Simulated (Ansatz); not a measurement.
Reaction (formal exchange of groups at the In–O bond): `O[CH2][InH][OH]` + CH₄ → `[CH3][InH][CH2]O` + H₂O

Isolated molecules relaxed with PBE0-D4/def2-TZVP in Ansatz; ΔE leaves out vibrations. CBS: MP2 limit from def2 TZ/QZ plus the TZ coupled-cluster correction, frozen cores. This one scheme is used for every species. Functionals use def2-TZVPP. B3LYP here is the variant with VWN-RPA as its local correlation; programs differ in this. Elements past krypton have def2 core potentials. For In outer-core shells are correlated without core-valence functions, which leaves a few kJ/mol of doubt a bond. One conformer a species, not always the lowest.

`O[CH2][InH][OH]`:

```xyz
9

O    -0.866   -1.449   -0.363
C    -1.185   -0.342    0.438
In    0.340    1.160    0.143
O     1.614   -0.196   -0.640
H     0.084   -1.440   -0.549
H    -2.174    0.032    0.162
H    -1.217   -0.599    1.506
H     0.931    2.755    0.262
H     2.474    0.079   -0.958
```

CH₄:

Z-matrix (Å, degrees):
```
C
H 1 1.090
H 1 1.090 2 109.5
H 1 1.090 2 109.5 3 -120.0
H 1 1.090 2 109.5 3 120.0
```

`[CH3][InH][CH2]O`:

Cartesian coordinates in Å:
```
C 0.943 1.697 -0.147
In 0.965 -0.462 -0.054
C -0.977 -1.459 0.117
O -2.085 -0.628 -0.205
H -0.037 2.071 -0.447
H 1.185 2.110 0.836
H 1.691 2.060 -0.853
H 2.459 -1.341 -0.105
H -1.092 -1.918 1.109
H -0.997 -2.284 -0.599
H -2.056 0.154 0.350
```

H₂O:

Cartesian coordinates in Å:
```
O 0.208 0.074 -0.321
H -0.083 0.701 0.345
H -0.124 -0.776 -0.024
```

(1) Is it downhill or uphill in electronic energy at CCSD(T)/CBS, and by how much? (Best estimate.)

(2) What do these levels give: PBE-D4, r2SCAN-D4, B3LYP-D4, B2PLYP, PBE, r2SCAN, B3LYP, HF/def2-TZVPP, MP2/def2-TZVPP, CCSD(T)/def2-TZVPP, SCS-MP2/def2-QZVPP, CCSD/CBS(def2)? (Best estimate.)

Largest T1 diagnostic among the species: 0.015.

Answers

(1) Ansatz gave: Uphill: ΔE = +81.9 kJ/mol.

(2) Ansatz gave: PBE-D4 86.0, r2SCAN-D4 92.0, B3LYP-D4 88.1, B2PLYP 88.1, PBE 86.8, r2SCAN 92.4, B3LYP 89.2, HF/def2-TZVPP 76.8, MP2/def2-TZVPP 79.5, CCSD(T)/def2-TZVPP 77.4, SCS-MP2/def2-QZVPP 83.2, CCSD/CBS(def2) 79.9 kJ/mol.

From PBE to PBE0 (25 % exact exchange), in def2-TZVPP and without D4, ΔE moves by −7.6 kJ/mol.
